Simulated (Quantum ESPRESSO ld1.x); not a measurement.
Results of a calculation; reference values are marked as such.
H, 1 electrons, occupied as 1s1 (the NIST ground configuration).

Level of theory: scalar-relativistic Kohn-Sham, LDA (Slater exchange, VWN5 correlation), spin-unpolarised, spherical densities, point nucleus; without spin polarisation the odd electron is poorly described (ld1.x of Quantum ESPRESSO 7.5).

Energy parts (hartree):
| part | energy |
|---|---|
| total | -0.4457 |
| kinetic | 0.4250 |
| electron-nucleus | -0.9210 |
| Hartree | 0.2828 |
| exchange-correlation | -0.2325 |

Orbitals (lengths in bohr, moments of r in powers of bohr; <r^-3> diverges for s and p1/2; r(90%) holds 90 % of the orbital's charge):
orbital  occ.  eigenvalue (hartree)  r(90%)  <r^-3>    <r>   <1/r>
1s          1              -0.23347    3.02       -  1.673  0.9210

The highest occupied level is 1s at -6.353 eV. For comparison, the ionisation energy in NIST's Atomic Spectra Database is 13.598 eV (theoretical). In exact Kohn-Sham theory the highest level is minus the ionisation energy, but local and semilocal functionals leave it too shallow, through self-interaction and a potential that decays too fast; potentials with the right tail come closer. The density falls to 0.001 e/bohr^3 at r = 3.03 bohr. Summed over all electrons, <r^2> = 3.816 bohr^2, which gives a Langevin (diamagnetic) susceptibility term of -3.02 x 10^-6 cm^3/mol.
